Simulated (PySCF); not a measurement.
# Ionisation energy along the 35-electron series

Calculated with PySCF 2.14 and a two-component X2C-1e Hamiltonian (Gaussian nucleus, no Breit or QED terms), each ion in its own even-tempered basis scaled to its charge; GMP2 freezes [Ne] and drops the highest virtual spinors. Values in eV. NIST values: (m) measured, (s) semi-empirical, (t) theoretical.

```csv
ion,configuration,GHF (screened spin-orbit),GMP2 (screened spin-orbit),NIST
Sn¹⁵⁺,[Ar] 3d10 4s2 4p5,406.17,407.35,407 ± 3 (t)
Sb¹⁶⁺,[Ar] 3d10 4s2 4p5,446.99,448.19,447 ± 3 (t)
Te¹⁷⁺,[Ar] 3d10 4s2 4p5,489.64,490.84,491 ± 3 (t)
```

Between Z = 50 and Z = 52 the GMP2 (screened spin-orbit) value grows as Z to the power 4.75.
